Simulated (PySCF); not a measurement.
**Two-component Hartree-Fock for Ti²⁺ (titanium, charge +2)**

Start: [Ar] 3d2; 3d3/2 filled at m_j = +1/2, +3/2. Calculated with PySCF 2.14 in x2c-TZVPall-2c: generalised Hartree-Fock with the X2C-1e Hamiltonian and a Gaussian nucleus; one run each with spin-orbit coupling (SO) switched off, then screened by Boettger's factors.

| spinor shell | electrons | ε, spin-free (eV) | ε, screened SO (eV) | weight of nominal j (screened SO) | rms radius, screened SO (bohr) |
| --- | --- | --- | --- | --- | --- |
| 1s1/2 | 2 | -5033.9 | -5033.8 | 1.000 | 0.0804 |
| 2s1/2 | 2 | -604.90 | -604.87 | 1.000 | 0.350 |
| 2p1/2 | 2 | -500.68 | -504.92 | 0.992 | 0.319 |
| 2p3/2 | 4 | -500.68 | -498.57 | 0.996 | 0.321 |
| 3s1/2 | 2 | -94.685 | -94.675 | 1.000 | 1.08 |
| 3p1/2 | 2 | -64.706 | -66.204 | 0.655 | 1.18 |
| 3p3/2 | 4 | -64.706 | -63.949 | 0.828 | 1.18 |
| 3d3/2 | 2 | -27.702 | -27.712 | 0.719 | 1.56 |

```csv
quantity,spin-free,screened SO
E (hartree),-852.04987,-852.05723
M_J,2,2
⟨J²⟩,8.004,7.864
⟨L²⟩,12.004,12.001
⟨S²⟩,2.000,2.000
```

The determinant has a definite M_J but mixes levels of different J.

Each row is a mean over spinors that exchange with the open shell spreads, by up to 7.589 eV (3p1/2).

Rows whose weight is well below 1 are mixtures of j = l ± 1/2: exchange outweighs spin-orbit coupling there, and the label is only the starting occupation.

Without spin-orbit coupling the j labels of p, d and f shells carry no meaning; the spin-free column gives the mean over the occupied spinors of each nl shell, and its ⟨J²⟩ belongs to a mixture of degenerate components.
